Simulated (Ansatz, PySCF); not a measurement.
Molecule: tin monoxide, SnO (charge 0, singlet). SMILES: [O]=[Sn]
Structure (B3LYP-D3(BJ)/def2-TZVP (Ansatz, a first-principles code) minimum search):
```xyz
2

Sn     0.0000     0.0000    -0.2526
O      0.0000     0.0000     1.5791
```
Charge 0, spin multiplicity 1.

Property: atomisation energy (electronic, to ground-state atoms), in eV. Valence correlation only, unless marked. Open shells are spin-unrestricted. No spin-orbit coupling. Frozen are the shells of the preceding noble gas and the d and f shells that filled before the atom's block. In def2 rows, elements after Kr have scalar-relativistic effective core potentials. The coupled-cluster limit lacks core correlation, which all-electron functionals hold. CBS marks a two-point X^-3 extrapolation of the correlation energy; Hartree-Fock from the larger set.

```tsv
level	program	atomisation energy (eV)
PBE-D3(BJ)/def2-TZVPD	Ansatz + dftd3	6.20
revPBE-D3(BJ)/def2-TZVPD	Ansatz + dftd3	5.88
revPBE/def2-TZVPD	Ansatz	5.83
r2SCAN-D4/def2-TZVPD	Ansatz + dftd4	5.68
PBE0-D3(BJ)/def2-TZVP	Ansatz + dftd3	5.35
r2SCANh-D4/def2-TZVPD	Ansatz + dftd4	5.40
MN15-D3(BJ)/def2-TZVPD	PySCF + dftd3	5.50
CAM-B3LYP/def2-TZVPD	Ansatz	5.51
B2PLYP-D4/def2-TZVPD	Ansatz + dftd4	5.87
B2PLYP/def2-TZVPD	Ansatz	5.85
SCS-MP2/def2-TZVPP	Ansatz	5.82
CCSD/def2-TZVPP	Ansatz	4.94
CCSD/CBS(def2-TZVPP,def2-QZVPP)	Ansatz	5.22
CCSD(T)/def2-TZVPP	Ansatz	5.41
CCSD(T)/CBS(def2-TZVPPD,def2-QZVPPD)	Ansatz	5.72
```

The Hartree-Fock reference is unstable (checked in the largest basis), which strains HF and MP2. The T1 diagnostic of CCSD in the largest basis is 0.038, which is high, so the coupled-cluster rows are less sure than usual.
